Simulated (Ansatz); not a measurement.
Kohn–Sham single points on `OCBF`.

```yaml
crystal:
  periodic: [false, false, false]
  atoms:
    - {symbol: O, position_ang: [-1.240479, 0.762554, -0.169274]}
    - {symbol: C, position_ang: [0.117869, 0.425000, -0.013594]}
    - {symbol: B, position_ang: [0.368617, -1.112004, 0.076042]}
    - {symbol: F, position_ang: [-0.622888, -1.976734, 0.007249]}
    - {symbol: H, position_ang: [-1.319117, 1.717475, -0.217297]}
    - {symbol: H, position_ang: [0.563052, 0.872021, 0.893711]}
    - {symbol: H, position_ang: [0.744177, 0.799850, -0.843376]}
    - {symbol: H, position_ang: [1.480968, -1.545363, 0.210840]}
basis:
  gaussian: {orbitals: def2-TZVPP}
hamiltonian: {xc: {name: revPBE}, dispersion: d4}
output: {orbitals: {seedname: orbitals}}
```

```sh
$ ansatz run in.yaml --threads 4 --pin off --events-out ev --progress --plain
```

Output, abridged:

```
Functional definition: revPBE
892 factors; their error is unknown
mean field evaluation 1: about -6536.3690 eV, gradient 6.3e1 eV
mean field evaluation 2: about -6521.1167 eV, gradient 1.1e2 eV
mean field evaluation 4: about -6543.9017 eV, gradient 7.2e0 eV
mean field evaluation 8: about -6544.0045 eV, gradient 2.4e-1 eV
mean field evaluation 16: about -6543.9873 eV, gradient 8.8e-5 eV
mean field -6543.98730483 eV, -240.4870977785 hartree, gradient 1.9e-5 eV, S^2 0.000000; 0 other end points of the search recorded, 0 dependent functions left out
reference -6543.98735548 eV, -240.4870996401 hartree; 16, 16 occupied and 164, 164 virtual orbitals, 892 factors
Total energy: -6544.34441863 eV, -240.5002214686 hartree
```

Hardware: 4 threads of a server CPU on a shared host. Wall time 0.9 s, peak host memory 0.17 GiB.

Changing it to `hamiltonian: {xc: pbe0, dispersion: d4}` (abridged; 1.1 s):

```
Functional definition: PBE0
mean field -6539.07004169 eV, -240.3063916911 hartree, gradient 1.7e-5 eV, S^2 0.000000
Total energy: -6539.15016386 eV, -240.3093361265 hartree
```

The same input with `hamiltonian: {xc: {name: wB97X-V}}` (abridged; 3.1 s):

```
Functional definition: wB97X-V
mean field evaluation 16: about -6544.0995 eV, gradient 7.4e-5 eV
mean field -6544.09954355 eV, -240.4912224754 hartree, gradient 7.4e-5 eV, S^2 0.000000
Total energy: -6544.09954171 eV, -240.4912224080 hartree
```

Changing it to `hamiltonian: {xc: r2scan, dispersion: d4}` and forces (abridged; 2.2 s):

```
Functional definition: r2SCAN
mean field evaluation 16: about -6542.8596 eV, gradient 6.4e-4 eV
mean field -6542.85956896 eV, -240.4456542496 hartree, gradient 3.8e-5 eV, S^2 0.000000
Total energy: -6542.88310908 eV, -240.4465193331 hartree
Atom 0 force    -0.328703     0.010016    -0.034880 eV/Å
Atom 1 force     0.285198    -0.123608     0.034489 eV/Å
Atom 2 force     0.171741     0.100596     0.014202 eV/Å
Atom 3 force    -0.153301    -0.087605    -0.012401 eV/Å
Atom 4 force     0.002191     0.048037    -0.001741 eV/Å
Atom 5 force     0.019148     0.021309     0.005329 eV/Å
Atom 6 force     0.019951     0.020994    -0.002600 eV/Å
Atom 7 force    -0.016224     0.010261    -0.002398 eV/Å
Dipole moment:     0.299983     0.450463     0.012666 e Å
```

Changing it to `hamiltonian: {xc: {name: r2SCAN0}, dispersion: d4}` (abridged; 1.9 s):

```
Functional definition: r2SCAN0
mean field -6542.08741276 eV, -240.4172780329 hartree, gradient 2.5e-5 eV, S^2 0.000000
Total energy: -6542.11428016 eV, -240.4182653917 hartree
```

The same input with `hamiltonian: {xc: pbe, dispersion: d4}` and forces (abridged; 1.1 s):

```
Functional definition: PBE
mean field evaluation 16: about -6538.7137 eV, gradient 1.1e-4 eV
mean field -6538.71370048 eV, -240.2932963933 hartree, gradient 2.2e-5 eV, S^2 0.000000
Total energy: -6538.81081831 eV, -240.2968654077 hartree
Atom 0 force    -0.495824    -0.318525    -0.038564 eV/Å
Atom 1 force     0.162257    -0.169625     0.023613 eV/Å
Atom 2 force     0.354004     0.286238     0.025688 eV/Å
Atom 3 force    -0.443407    -0.389995    -0.030493 eV/Å
Atom 4 force    -0.045938     0.470151    -0.024368 eV/Å
Atom 5 force     0.141944     0.096818     0.194213 eV/Å
Atom 6 force     0.179623     0.081787    -0.167669 eV/Å
Atom 7 force     0.147341    -0.056849     0.017582 eV/Å
Dipole moment:     0.279668     0.443136     0.010839 e Å
```
